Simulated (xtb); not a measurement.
CH3Cl2NSi2, SMILES Cl[Si]1(Cl)C=N[SiH2]1. All values are semi-empirical tight-binding results from xtb (GFN2-xTB unless named), good for trends rather than for accurate numbers. The structure is a stationary point at GFN2-xTB. The structure was generated by enumeration, and PubChem lists no compound with its InChIKey, so it may never have been made.

Optimised geometry:

Bond lengths (Å): Cl1–Si2 2.033, Si2–Cl3 2.033, Si2–C4 1.940, Si2–Si6 2.359, C4–N5 1.274, C4–H7 1.086, N5–Si6 1.780, Si6–H8 1.459, Si6–H9 1.459. Angles (°): Cl1–Si2–Cl3 107.1, Cl1–Si2–C4 112.9, Cl1–Si2–Si6 123.9, Cl3–Si2–C4 112.9, Cl3–Si2–Si6 123.9, C4–Si2–Si6 69.2, Si2–C4–N5 107.2, Si2–C4–H7 134.1, N5–C4–H7 118.7, C4–N5–Si6 106.6, Si2–Si6–N5 77.0, Si2–Si6–H8 120.4, Si2–Si6–H9 120.4, N5–Si6–H8 110.6, N5–Si6–H9 110.6, H8–Si6–H9 111.6.

Q: Estimate the properties. (An estimate is asked for; the answer gives what the named calculation found.)

A: 
- point group as xtb finds it = Cs
- orbital gap = 2.19 eV
- dipole moment = 1.47 D
- zero-point energy = 24.7 kcal/mol
- G − E(el) at 298.15 K (modified RRHO) = 3.2 kcal/mol
- static polarisability (D4 model) = 96.0 bohr³
- solvation energy, GFN2-xTB/ALPB(water) = -2.5 kcal/mol
- solvation energy, GFN2-xTB/ALPB(ch2cl2) = -5.7 kcal/mol

Computed atomic charges and the Wiberg bond orders between heavy atoms:
charges (e) Cl1 -0.23, Si2 0.46, Cl3 -0.23, C4 -0.03, N5 -0.34, Si6 0.45, H7 0.04, H8 -0.06, H9 -0.06. Bond orders Cl1–Si2 1.08, Si2–Cl3 1.08, Si2–C4 0.84, C4–N5 1.96, Si2–Si6 0.74, N5–Si6 1.02.
